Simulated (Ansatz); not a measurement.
**Relaxing a trial structure of CH2FI**

The starting geometry of this gas-phase triplet was optimised with GFN2-xTB as a singlet; its bonds are those of `FCI`.

| atom | x (Å) | y (Å) | z (Å) |
| --- | --- | --- | --- |
| C | 0.1241 | -0.6750 | 1.3029 |
| F | -0.8858 | -1.5530 | 1.4283 |
| I | 1.7419 | -1.5165 | 0.1518 |
| H | 0.5071 | -0.4354 | 2.2949 |
| H | -0.2402 | 0.2065 | 0.7750 |

**Question.** Predict what becomes of its bonds when it is optimised with B3LYP-D4/def2-TZVP.

**Answer.** It falls apart into CH2F + I. Contacts that open: C1–I3 (2.16 → 3.84 Å).

The energy falls by 1.92 eV over 14 steps:

| step | E − E(last) (eV) |
| --- | --- |
| 1 | 1.919 |
| 2 | 0.991 |
| 4 | 0.231 |
| 5 | 0.103 |
| 7 | 0.030 |
| 8 | 0.019 |
| 10 | 0.003 |
| 11 | 0.000 |
| 13 | 0.000 |
| 14 | 0.000 |

Final geometry (Å):

```yaml
atoms:
  - { symbol: C, position_ang: [-0.1747, -0.3072, 1.6051] }
  - { symbol: F, position_ang: [-0.2996, -1.5621, 1.1364] }
  - { symbol: I, position_ang: [2.3517, -2.3059, -0.4815] }
  - { symbol: H, position_ang: [0.0807, -0.2393, 2.6518] }
  - { symbol: H, position_ang: [-0.7110, 0.4411, 1.0411] }
```

No frequencies were run, so the end isn't proven a minimum. Open shells are spin-unrestricted. The triplet needn't be the ground state. Atoms past krypton carry core potentials, without spin–orbit terms. Run with Ansatz 0.2.0, 110 s on 2 threads of Intel(R) Xeon(R) Platinum 8488C (Sapphire Rapids), with other jobs on the host.
